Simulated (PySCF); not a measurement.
**Pr(IV) with different ligands**

Computed with PySCF 2.14.0, PBE0, def2-SVP on the ligands, density fitting, scalar-relativistic core potentials, no spin-orbit coupling, vacuum. The metal has lcecp-2-SVP with ECP47. Each complex is relaxed within the symmetry of a template of the same shape. Distances are means of the shortest metal–ligand contacts, charges and spins Mulliken's; removal energies are rigid, with the ligand's formal charge and no counterpoise, so too large; for an anion taken off a cation in vacuum most of it is the attraction of opposite charges, and multiply charged cations can part far more cheaply with an electron moved from ligand to metal. lcecp potentials hold a fixed number of 4f electrons in the core, out of states, spins and gaps.

```json
{"complex": "PrF4", "point group": "Td", "M–first ligand (Å)": "2.025", "charge on M (e)": "1.65", "removal of one first-named ligand (eV)": "12.76", "strongest infrared band, degenerate modes summed (cm⁻¹)": "630", "unstable modes (below −25 cm⁻¹)": "0"}
{"complex": "Pr(SH)4", "point group": "S4", "M–first ligand (Å)": "2.577", "charge on M (e)": "0.71", "removal of one first-named ligand (eV)": "9.51", "strongest infrared band, degenerate modes summed (cm⁻¹)": "329", "unstable modes (below −25 cm⁻¹)": "0"}
{"complex": "Pr(NH2)4", "point group": "S4", "M–first ligand (Å)": "2.189", "charge on M (e)": "1.02", "removal of one first-named ligand (eV)": "10.87", "strongest infrared band, degenerate modes summed (cm⁻¹)": "–", "unstable modes (below −25 cm⁻¹)": "not given"}
{"complex": "PrCl4", "point group": "Td", "M–first ligand (Å)": "2.468", "charge on M (e)": "1.04", "removal of one first-named ligand (eV)": "10.12", "strongest infrared band, degenerate modes summed (cm⁻¹)": "383", "unstable modes (below −25 cm⁻¹)": "0"}
{"complex": "Pr(OH)4", "point group": "nearly Td", "M–first ligand (Å)": "2.062", "charge on M (e)": "1.35", "removal of one first-named ligand (eV)": "11.51", "strongest infrared band, degenerate modes summed (cm⁻¹)": "318", "unstable modes (below −25 cm⁻¹)": "0"}
```

(1) A further member has point group Td, M–first ligand (Å) 1.968, charge on M (e) 0.87, removal of one first-named ligand (eV) 10.61, strongest infrared band, degenerate modes summed (cm⁻¹) 1598, unstable modes (below −25 cm⁻¹) 0. Which complex is it?

Moved off a saddle point of the template and relaxed again: Pr(NH2)4. One start shape was tried for each, so a minimum needn't be the lowest isomer. Oxidation states forced by the potential, rare, strongly oxidising or of another configuration in reality: PrF4, PrH4, Pr(SH)4, Pr(NH2)4, PrCl4, Pr(OH)4.

## Answers

(1) PrH4. Other answers can fit too; this one was computed.
